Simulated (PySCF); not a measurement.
Homolysis of single bonds, series Ga Cl-CH3. Isolated molecules, 0 K electronic values unless said otherwise. Strings in code marks are SMILES.

The four lowest singlet excitations (Tamm–Dancoff). Level of theory: B3LYP-D3(BJ)/def2-TZVP // PBE0-D4/def2-TZVP (PySCF). B3LYP has the VWN-RPA correlation part, as in Gaussian. Excitations are Tamm–Dancoff values on a coarser integration grid. The basis has no diffuse functions, so Rydberg states are missing or too high.

```
state  energy (eV)  wavelength (nm)  oscillator strength
-----  -----------  ---------------  -------------------
S1            5.23              237                0.000
S2            5.23              237                0.000
S3            6.69              185                0.161
S4            6.69              185                0.168
```

**Question.** Name which member gives these states.
(A) `[CH3][Ga]([CH3])[Cl]`
(B) `[Cl][Ga]([Cl])[Cl]`
(C) `[CH3][Ga]([CH3])[CH3]`

**Answer.** C, `[CH3][Ga]([CH3])[CH3]`
